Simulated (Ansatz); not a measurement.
Reaction (hydrogenolysis of the In–F bond): `C[CH2][In]([F])[F]` + H₂ → `C[CH2][InH][F]` + H–F

Gas-phase electronic energies from Ansatz, PBE0-D4/def2-TZVP geometries. CCSD(T)/CBS adds triple-zeta CCSD(T) − MP2 to the extrapolated MP2 energy (def2 sets, frozen cores). This one scheme is used for every species. Functionals use def2-TZVPP. B3LYP here is the variant with VWN-RPA as its local correlation; programs differ in this. Elements past krypton have def2 core potentials. For In outer-core shells are correlated without core-valence functions, which leaves a few kJ/mol of doubt a bond. Each species was taken in one conformer, which may not be the lowest.

`C[CH2][In]([F])[F]`:

Cartesian coordinates in Å:
```
C 0.187 1.100 0.860
C -0.734 0.148 0.115
In 0.290 -1.331 -1.040
F 2.226 -1.515 -1.157
F -0.464 -2.730 -2.161
H 0.834 0.578 1.567
H -0.401 1.827 1.429
H 0.833 1.661 0.183
H -1.385 0.671 -0.589
H -1.385 -0.409 0.793
```

H₂:

Z-matrix (Å, degrees):
```
H
H 1 0.746
```

`C[CH2][InH][F]`:

Z-matrix (Å, degrees):
```
C
C 1 1.522
H 1 1.091 2 111.8
H 1 1.095 2 110.9 3 120.5
H 1 1.092 2 111.8 3 -119.6
In 2 2.144 1 112.9 3 55.0
H 2 1.093 1 111.9 3 177.4
H 2 1.095 1 111.2 3 -64.2
F 6 1.975 2 107.4 1 -16.2
H 6 1.707 2 143.5 1 164.6
```

H–F:

Cartesian coordinates in Å:
```
F 0.043 0.066 0.453
H -0.043 -0.066 -0.453
```

(1) Is it downhill or uphill in electronic energy at CCSD(T)/CBS, and by how much? (Estimate.)

(2) What do these levels give: revPBE-D4, r2SCAN-D4, ωB97X-V, B2PLYP, PBE, B3LYP, r2SCAN0, LC-ωPBE, RPA@PBE/def2-TZVPP, MP2/def2-TZVPP, CCSD/def2-TZVPP, HF/CBS(def2)? (Best estimate.)

Largest T1 diagnostic among the species: 0.015.

Results:

(1) Computed: Uphill: ΔE = +10.5 kcal/mol.

(2) Computed: revPBE-D4 12.0, r2SCAN-D4 12.3, ωB97X-V 11.2, B2PLYP 11.6, PBE 11.2, B3LYP 11.4, r2SCAN0 9.7, LC-ωPBE 10.4, RPA@PBE/def2-TZVPP 9.4, MP2/def2-TZVPP 10.3, CCSD/def2-TZVPP 8.4, HF/CBS(def2) 9.8 kcal/mol.

At CCSD(T), def2-SVP lies +1.3 kcal/mol from the extrapolated value and def2-TZVPP −1.3 kcal/mol. From r2SCAN to r2SCAN0 (25 % exact exchange), in def2-TZVPP and without D4, ΔE moves by −2.5 kcal/mol.
